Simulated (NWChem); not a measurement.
Everything below was run with NWChem. System: AgCl, charge 0, spin multiplicity 1, displaced from the optimised geometry. The structure started from a generated list of species.

Input file:

```
start mol
memory heap 200 mb stack 900 mb global 1100 mb
geometry units angstroms nocenter noautoz
  Ag     0.000000     0.000000    -0.623387
  Cl     0.000000     0.000000     1.723480
  symmetry group C2v
end
basis spherical
  * library def2-tzvp
end
ecp
  Ag library def2-ecp
end
dft
  xc b3lyp
  semidirect memsize 60000000 filesize 0
  iterations 100
  convergence nodiis damp 40
end
task dft gradient
```

The output up to the point where the run's verdict is printed (cleaned and shortened):

```
             Northwest Computational Chemistry Package (NWChem) 7.3.0
             --------------------------------------------------------

                                NWChem Input Module
                                -------------------

 Scaling coordinates for geometry "geometry" by  1.889725989
 (inverse scale =  0.529177249)

 Turning off AUTOSYM since
 SYMMETRY directive was detected!

                             Geometry "geometry" -> ""
                             -------------------------

 Output coordinates in angstroms (scale by  1.889725989 to convert to a.u.)

  No.       Tag          Charge          X              Y              Z
 ---- ---------------- ---------- -------------- -------------- --------------
    1 Ag                  47.0000     0.00000000     0.00000000    -0.62338700
    2 Cl                  17.0000     0.00000000     0.00000000     1.72348000

 Effective nuclear repulsion energy (a.u.)     180.1604530426

            Nuclear Dipole moment (a.u.)
            ----------------------------
        X                 Y               Z
 ---------------- ---------------- ----------------
     0.0000000000     0.0000000000    -0.0000548021

      Symmetry information
      --------------------

 Group name             C2v
 Group number             16
 Group order               4
 No. of unique centers     2

      Symmetry unique atoms

     1    2


 Summary of "ao basis" -> "" (spherical)
 ------------------------------------------------------------------------------
       Tag                 Description            Shells   Functions and Types
 ---------------- ------------------------------  ------  ---------------------
 *                         def2-tzvp                  on all atoms

                                 NWChem DFT Module
                                 -----------------

 Summary of "ao basis" -> "ao basis" (spherical)
 ------------------------------------------------------------------------------
       Tag                 Description            Shells   Functions and Types
 ---------------- ------------------------------  ------  ---------------------
[...]
 !! scf_movecs_sym_adapt:   14 vectors were symmetry contaminated

 d= 0,ls=0.5         84   -331.9198167144 -9.36D+00  4.53D-01               4.1

 !! scf_movecs_sym_adapt:   24 vectors were symmetry contaminated

  Symmetry fudging

 !! scf_movecs_sym_adapt:   18 vectors were symmetry contaminated

 d= 0,ls=0.5         85   -322.5577915075  9.36D+00  4.53D-01               4.2

 !! scf_movecs_sym_adapt:   18 vectors were symmetry contaminated

  Symmetry fudging

 !! scf_movecs_sym_adapt:    6 vectors were symmetry contaminated

 d= 0,ls=0.5         86   -331.9198167144 -9.36D+00  4.53D-01               4.2

 !! scf_movecs_sym_adapt:   20 vectors were symmetry contaminated

  Symmetry fudging

 !! scf_movecs_sym_adapt:   14 vectors were symmetry contaminated

 d= 0,ls=0.5         87   -322.5577915075  9.36D+00  4.53D-01               4.2

 !! scf_movecs_sym_adapt:   18 vectors were symmetry contaminated

  Symmetry fudging

 !! scf_movecs_sym_adapt:   10 vectors were symmetry contaminated

 d= 0,ls=0.5         88   -331.9198167144 -9.36D+00  4.53D-01               4.3

 !! scf_movecs_sym_adapt:   20 vectors were symmetry contaminated

  Symmetry fudging

 !! scf_movecs_sym_adapt:   12 vectors were symmetry contaminated

 d= 0,ls=0.5         89   -322.5577915075  9.36D+00  4.53D-01               4.3

 !! scf_movecs_sym_adapt:   14 vectors were symmetry contaminated

  Symmetry fudging

 !! scf_movecs_sym_adapt:    8 vectors were symmetry contaminated

 d= 0,ls=0.5         90   -331.9198167144 -9.36D+00  4.53D-01               4.4

 !! scf_movecs_sym_adapt:   22 vectors were symmetry contaminated

  Symmetry fudging

 !! scf_movecs_sym_adapt:   16 vectors were symmetry contaminated

 d= 0,ls=0.5         91   -322.5577915075  9.36D+00  4.53D-01               4.4

 !! scf_movecs_sym_adapt:   12 vectors were symmetry contaminated

  Symmetry fudging

 !! scf_movecs_sym_adapt:    4 vectors were symmetry contaminated

 d= 0,ls=0.5         92   -331.9198167144 -9.36D+00  4.53D-01               4.4

 !! scf_movecs_sym_adapt:   20 vectors were symmetry contaminated

  Symmetry fudging

 !! scf_movecs_sym_adapt:   12 vectors were symmetry contaminated

 d= 0,ls=0.5         93   -322.5577915075  9.36D+00  4.53D-01               4.5

 !! scf_movecs_sym_adapt:   14 vectors were symmetry contaminated

  Symmetry fudging

 !! scf_movecs_sym_adapt:    8 vectors were symmetry contaminated

 d= 0,ls=0.5         94   -331.9198167144 -9.36D+00  4.53D-01               4.5

 !! scf_movecs_sym_adapt:   22 vectors were symmetry contaminated

  Symmetry fudging

 !! scf_movecs_sym_adapt:   16 vectors were symmetry contaminated

 d= 0,ls=0.5         95   -322.5577915075  9.36D+00  4.53D-01               4.6

 !! scf_movecs_sym_adapt:   16 vectors were symmetry contaminated

  Symmetry fudging

 !! scf_movecs_sym_adapt:    6 vectors were symmetry contaminated

 d= 0,ls=0.5         96   -331.9198167144 -9.36D+00  4.53D-01               4.6

 !! scf_movecs_sym_adapt:   22 vectors were symmetry contaminated

  Symmetry fudging

 !! scf_movecs_sym_adapt:   14 vectors were symmetry contaminated

 d= 0,ls=0.5         97   -322.5577915075  9.36D+00  4.53D-01               4.6

 !! scf_movecs_sym_adapt:   14 vectors were symmetry contaminated

  Symmetry fudging

 !! scf_movecs_sym_adapt:   10 vectors were symmetry contaminated

 d= 0,ls=0.5         98   -331.9198167144 -9.36D+00  4.53D-01               4.7

 !! scf_movecs_sym_adapt:   22 vectors were symmetry contaminated

  Symmetry fudging

 !! scf_movecs_sym_adapt:   12 vectors were symmetry contaminated

 d= 0,ls=0.5         99   -322.5577915075  9.36D+00  4.53D-01               4.7

 !! scf_movecs_sym_adapt:   14 vectors were symmetry contaminated

  Symmetry fudging

 !! scf_movecs_sym_adapt:    8 vectors were symmetry contaminated

 d= 0,ls=0.5        100   -331.9198167144 -9.36D+00  4.53D-01               4.8
```

The run did not converge; its last values are not results. The next line reads: Calculation failed to converge. NWChem stopped with the message: dft gradient failed.
